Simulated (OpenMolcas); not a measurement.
**Mn2+ in SrF2: curves along the breathing mode**

Mn2+ with its 8 nearest fluoride ions, on the Sr site of SrF2 (a = 5.796 Å, distance in the model lattice 2.510 Å). The rest of the host is ab initio model potentials to 7.6 Å and point charges beyond; the distance is set by hand and nothing relaxes. Ligand basis ANO-RCC-VDZP.

```yaml
Program: OpenMolcas 26.06
Method: "SS-CASPT2, IPEA 0.25 Eh, imaginary shift 0.1 Eh (closed shells correlated: 3s 3p and the ligand valence shells)"
Basis: ANO-RCC-VDZP [5s4p2d1f]
Scalar_Hamiltonian: DKH2, point nucleus
Active_space: 5 electrons in 5 orbitals (3d)
State_averaging: 2S+1 = 6 even, 1 root; 2S+1 = 4 even, 24 roots; 2S+1 = 2 even, 75 roots
Spin-orbit_coupling: RASSI with atomic mean-field integrals over the reference wave functions
```

Spin-free energies (labels of O, the rotations of Oh) in cm-1 above the lowest fitted minimum, as all ligands move together:

| R (Å) | 6A1 | 4E | 4E(2) |
| --- | --- | --- | --- |
| 2.199 | 680 | 28680 | 34180 |
| 2.25 | 30 | 28090 | 33590 |
| 2.302 | 1500 | 29600 | 35110 |
| 2.354 | 4870 | 33000 | 38540 |
| 2.406 | 9930 | 38100 | 43620 |
| 2.457 | 16350 | 44550 | 50090 |
| 2.509 | 24240 | 52460 | 58020 |

Cubic fits give the following; the wavenumber is harmonic, with the mass of all moving ligands, small differences in it between states hang on the degree of the fit, a number in brackets counts states of one label, and the table is a selection of at most 14 states with clean curves.

```
State  R0 (Å)  Breathing mode (cm-1)  Minimum (cm-1)
  6A1   2.240                    420               0
   4E   2.238                    420           28050
4E(2)   2.238                    420           33550
```

Roots that are degenerate in the reference are averaged as groups; the widest CASPT2 spread within a group is 480 cm-1 (the 4-fold group of multiplicity 2 near 38300 cm-1 above the lowest state of its run, R = 2.199). Shifts and gaps below about the spread of the groups concerned are not significant. Over all roots computed the reference weight is 0.68 to 0.69 in R = 2.199, 0.68 to 0.69 in R = 2.25, 0.68 to 0.69 in R = 2.302, 0.68 to 0.69 in R = 2.354, 0.68 to 0.69 in R = 2.406, 0.68 to 0.69 in R = 2.457, 0.68 to 0.69 in R = 2.509; a low but even weight reflects the number of correlated electrons. Ligand-to-metal charge-transfer states are missing. These CASPT2 states fit no ligand-field parameters well, so their order and spin gaps are uncertain. With no ligand orbital active B as a rule stays too high, so bands that hang on it stand too high and its fall with covalency is understated. With one d shell and no ligand orbital active, 10Dq can be off by tens of per cent for divalent 3d ions, low with halides held by bare charges and at times high in hosts. Free-ion shares, where given, are those of the reference states; single-state CASPT2 does not remix them. A group larger than the point group allows holds several states that coincide in this model. No measured value stands beside these numbers.
